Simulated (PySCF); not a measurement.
C2H5F3SSi2.
Geometry (PBE0-D3(BJ)/def2-SVP, Å), atoms numbered from 1 in this order:
```
atom  x, y, z in Å
F1    -2.8504    1.4850    0.7659
C2    -2.3959    0.2591    0.7770
F3    -3.1302   -0.5222    1.5175
C4    -1.3077   -0.1228    0.1001
F5    -0.9336   -1.4149    0.2108
Si6   -0.1876    0.9667   -0.9347
S7     1.6867    1.2630    0.0608
Si8    2.3519   -0.7887    0.1891
H9    -0.8139    2.3037   -1.0984
H10    0.0158    0.2774   -2.2404
H11    1.8286   -1.4519    1.4161
H12    3.8395   -0.7341    0.2465
H13    1.9044   -1.5373   -1.0217
```

Computed with PySCF at PBE0/pcSseg-1 and wB97X-D/def2-SVPD, non-relativistic, on one gas-phase PBE0-D3(BJ)/def2-SVP geometry that isn't relaxed in the solvent. The solvent is an IEF-PCM continuum (cavity from Bondi-type radii × 1.2). The model holds no explicit solvent molecules, cavitation or dispersion.

Gas phase at PBE0/pcSseg-1: HOMO -7.51 eV, LUMO -0.78 eV, dipole 0.86 D.

**Question.** What does the continuum do to the energy, the frontier levels and the dipole at PBE0/pcSseg-1 in chloroform and acetone?

**Answer.** 
| solvent | ε | E(solvent) − E(gas) (kJ/mol) | polarisation term (kJ/mol) | distortion of the solute (kJ/mol) | HOMO (eV) | LUMO (eV) | dipole (D) |
| --- | --- | --- | --- | --- | --- | --- | --- |
| chloroform | 4.711 | -6.55 | -7.15 | 0.60 | -7.45 | -0.65 | 1.11 |
| acetone | 20.49 | -8.79 | -9.89 | 1.10 | -7.44 | -0.62 | 1.21 |

Polarisation term: ½ Σ q·V over the induced surface charges. Distortion: the rise of the solute's own energy as its density leaves the gas-phase optimum. From chloroform to acetone the lowering changes by a factor 1.34, Onsager's factor (ε − 1)/(2ε + 1) by 1.30 and ε itself by 4.3.

**Question.** Give the dipole vector in the frame of the coordinates (D, pointing from negative to positive charge), gas and acetone.

**Answer.** Gas (-0.22, -0.29, -0.78), solvent (-0.39, -0.42, -1.06). Its length changes by +40 % and its direction by 4°.

**Question.** Which Hirshfeld charges (PBE0/pcSseg-1) respond most in acetone (means over atoms taken as equivalent)?

**Answer.** 
| atoms | environment | gas (e) | solvent (e) | change |
| --- | --- | --- | --- | --- |
| S7 | sulfur bonded to 2 Si | -0.168 | -0.193 | -0.025 |
| F5 | vinyl fluorine | -0.074 | -0.081 | -0.007 |
| Si6 | SiH2 silicon | +0.297 | +0.303 | +0.006 |
| H9/H10 | Si–H hydrogen | -0.064 | -0.059 | +0.005 |
| C2 | =CF2 carbon | +0.159 | +0.165 | +0.006 |
| F3 | vinyl fluorine | -0.051 | -0.054 | -0.003 |
| Si8 | SiH3 silicon | +0.288 | +0.291 | +0.003 |
| H11/H12/H13 | Si–H hydrogen | -0.069 | -0.066 | +0.003 |

Gas phase at wB97X-D/def2-SVPD: HOMO -9.36 eV, LUMO 0.87 eV, dipole 0.79 D.

**Question.** What does the continuum do to the energy, the frontier levels and the dipole at wB97X-D/def2-SVPD in acetone?

**Answer.** 
```
solvent      ε  E(solvent) − E(gas) (kJ/mol)  polarisation term (kJ/mol)  distortion of the solute (kJ/mol)  HOMO (eV)  LUMO (eV)  dipole (D)
acetone  20.49                         -7.68                       -8.70                               1.02      -9.32       0.99        1.09
```

**Question.** How does the static polarisability (wB97X-D/def2-SVPD, frozen core, with the continuum's full static response) change?

**Answer.** 
| medium | isotropic (au) | principal values (au) | ⟨r²⟩ of the electrons (bohr²) |
| --- | --- | --- | --- |
| gas | 101.5 | 84.4, 96.7, 123.3 | 1936.5 |
| acetone | 136.1 | 118.7, 131.2, 158.5 | 1936.5 |

The isotropic value in acetone is 1.34 times the gas-phase one; no cavity-field correction is applied. ⟨r²⟩ is taken about the centre of nuclear charge.

wB97X-D is run here without its empirical dispersion term; that term would change no orbital, density or response property at a fixed geometry.
